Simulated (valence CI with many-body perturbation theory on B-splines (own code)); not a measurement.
**Pb10+: one-electron terms**

Computed by relativistic CI+MBPT: four valence electrons over a frozen Dirac-Fock core [Xe] 4f14, a basis of 9 s, 9 p, 10 d, 8 f, 5 g, 3 h, 1 i functions for each j, with the one-electron correlation potential Σ1, the two-electron term Σ2, the three-electron term Σ3, Breit, model QED; selected CI, second order for the rest, scaled by the run's own slope (own B-spline code, finite nucleus).

No measured levels were compared; by estimate terms of the open shell hold to 2 to 4 % of their energy, and close levels can change places. Core correlation moves these levels by up to 16000 cm⁻¹, and in measured spectra 5 to 20 % of such shifts remained as error; rates that hang on mixing are uncertain with them. The list stops below the first excitations out of the core. Only levels of the ground parity were solved; by the run's estimate the other parity begins above the list, which can be wrong where configurations are misplaced.

These are the spectroscopic orbitals of the CI (the correlating ones are not listed), shaped by the core and the other valence electrons. h is the expectation value of the core's Dirac-Fock operator, without the valence repulsion; Σ1 is computed up to l = 3 at one energy for each symmetry, that of its lowest orbital but kept below the first core excitation, so for empty shells it is not the orbital's own correlation shift; Breit and QED include the response of the core.

| Orbital | h (hartree) | Σ1 (cm⁻¹) | Breit (cm⁻¹) | QED (cm⁻¹) | ⟨r⟩ (bohr) |
| --- | --- | --- | --- | --- | --- |
| 6s1/2 | -6.9543 | -11906 | 680 | 686 | 1.662 |
| 7s1/2 | -4.2301 | -3746 | 295 | 290 | 2.788 |
| 8s1/2 | -2.8676 | -1829 | 162 | 160 | 4.149 |
| 6p1/2 | -6.2841 | -9410 | 970 | 14.5 | 1.804 |
| 7p1/2 | -3.9113 | -3475 | 473 | 7.4 | 2.961 |
| 8p1/2 | -2.6836 | -1752 | 263 | 4.3 | 4.389 |
| 6p3/2 | -5.965 | -7438 | 463 | 58.7 | 1.912 |
| 7p3/2 | -3.7561 | -2917 | 234 | 29.8 | 3.090 |
| 8p3/2 | -2.5953 | -1507 | 151 | 17.1 | 4.544 |
| 5d3/2 | -8.9754 | -15711 | 777 | -227 | 1.087 |
| 6d3/2 | -4.9385 | -4602 | 280 | -50.3 | 2.196 |
| 7d3/2 | -3.2283 | -2134 | 146 | -24.6 | 3.503 |
| 5d5/2 | -8.8246 | -14707 | 261 | -146 | 1.110 |
| 6d5/2 | -4.8795 | -4506 | 131 | -27.9 | 2.226 |
| 7d5/2 | -3.1977 | -2112 | 72.9 | -13.3 | 3.539 |
| 5f5/2 | -5.909 | -16512 | -130 | -88.3 | 1.530 |
| 6f5/2 | -3.7066 | -5215 | -40.2 | -37.7 | 2.809 |
| 5f7/2 | -5.8879 | -15182 | -247 | -74.3 | 1.539 |
| 6f7/2 | -3.6944 | -4865 | -96.0 | -31.0 | 2.821 |
| 5g7/2 | -3.8782 |  | -34.9 | -8.0 | 2.340 |
| 5g9/2 | -3.8799 |  | -38.4 | -7.5 | 2.338 |

Among the shells of the start configuration 5d4, Σ1 is largest in size for 5d3/2, where it is 0.80 % of h.

Lowest root of each symmetry, sizes in configuration state functions:

```json
{"J": "0", "Parity": "even", "Roots": "7", "Reference": "21", "Variational": "16495", "Second order": "271548", "Change by selected CI (cm⁻¹)": "-8358", "Change by second order (cm⁻¹)": "-7"}
{"J": "1", "Parity": "even", "Roots": "10", "Reference": "44", "Variational": "31498", "Second order": "664232", "Change by selected CI (cm⁻¹)": "-7044", "Change by second order (cm⁻¹)": "-16"}
{"J": "2", "Parity": "even", "Roots": "16", "Reference": "64", "Variational": "30525", "Second order": "1054887", "Change by selected CI (cm⁻¹)": "-6957", "Change by second order (cm⁻¹)": "-51"}
{"J": "3", "Parity": "even", "Roots": "14", "Reference": "58", "Variational": "29894", "Second order": "1295518", "Change by selected CI (cm⁻¹)": "-7424", "Change by second order (cm⁻¹)": "-94"}
{"J": "4", "Parity": "even", "Roots": "13", "Reference": "50", "Variational": "29296", "Second order": "1331258", "Change by selected CI (cm⁻¹)": "-8286", "Change by second order (cm⁻¹)": "-110"}
{"J": "5", "Parity": "even", "Roots": "6", "Reference": "29", "Variational": "29618", "Second order": "1099680", "Change by selected CI (cm⁻¹)": "-8247", "Change by second order (cm⁻¹)": "-86"}
{"J": "6", "Parity": "even", "Roots": "3", "Reference": "15", "Variational": "27467", "Second order": "769347", "Change by selected CI (cm⁻¹)": "-8437", "Change by second order (cm⁻¹)": "-29"}
```
